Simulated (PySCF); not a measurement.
Species: C₃H₅OPTe.
Atom-mapped SMILES: `[CH3:1][O:2][C:3]1=[CH:4][P@@H:5]1=[Te:6]` (hydrogens: H7, H8, H9 on C1; H10 on C4; H11 on P5)

The calculation used PySCF, PBE0-D3(BJ)/def2-SVP geometry optimisation, gas phase, def2 core potentials past Kr.

Some entries are withheld. Bonds in one row agree within 0.01 Å.

```json
{"coordinate": "C1–O2", "value": "?"}
{"coordinate": "O2–C3", "value": "1.307 Å"}
{"coordinate": "C3=C4", "value": "1.330 Å"}
{"coordinate": "C4–P5", "value": "?"}
{"coordinate": "P5=Te6", "value": "?"}
{"coordinate": "C3–P5", "value": "?"}
{"coordinate": "C1–H7, C1–H8, C1–H9", "value": "1.099 Å"}
{"coordinate": "C4–H10", "value": "1.090 Å"}
{"coordinate": "P5–H11", "value": "1.423 Å"}
{"coordinate": "C1–O2–C3", "value": "?"}
{"coordinate": "O2–C3–C4", "value": "?"}
{"coordinate": "O2–C3–P5", "value": "149.3°"}
{"coordinate": "C4–C3–P5", "value": "68.2°"}
{"coordinate": "C3–C4–P5", "value": "68.1°"}
{"coordinate": "C4–P5–Te6", "value": "130.5°"}
{"coordinate": "C3–P5–C4", "value": "43.8°"}
{"coordinate": "C3–P5–Te6", "value": "?"}
```

Q: Fill in the missing values.

A: 
- C1–O2 = 1.424 Å, drawn single (methoxy carbon to ether oxygen); equal to the sum of covalent radii, 1.42 Å.
- C4–P5 = 1.785 Å, drawn single (ends: alkene CH carbon; phosphorus bonded to 2 C, Te and H); 0.01 Å below the sum of covalent radii, 1.80 Å.
- P5=Te6 = 2.327 Å, drawn double (ends: phosphorus bonded to 2 C, Te and H; tellurium bonded to P); 0.12 Å below the sum of covalent radii, 2.45 Å.
- C3–P5 = 1.783 Å, drawn single (ends: vinylic carbon bearing oxygen; phosphorus bonded to 2 C, Te and H); 0.02 Å below the sum of covalent radii, 1.80 Å.
- C1–O2–C3 = 116.2°, at the ether oxygen; the outer atoms are 2.318 Å apart.
- O2–C3–C4 = 142.0°, at the vinylic carbon bearing oxygen; the outer atoms are 2.492 Å apart.
- C3–P5–Te6 = 128.7°, at the phosphorus bonded to 2 C, Te and H; the outer atoms are 3.713 Å apart.

Radii are Cordero's, carbon taken as 0.76, 0.73 or 0.69 Å for four, three, and two or fewer neighbours.

No frequency check. The numbers are those of one conformer (C1–O2–C3–C4 175°).
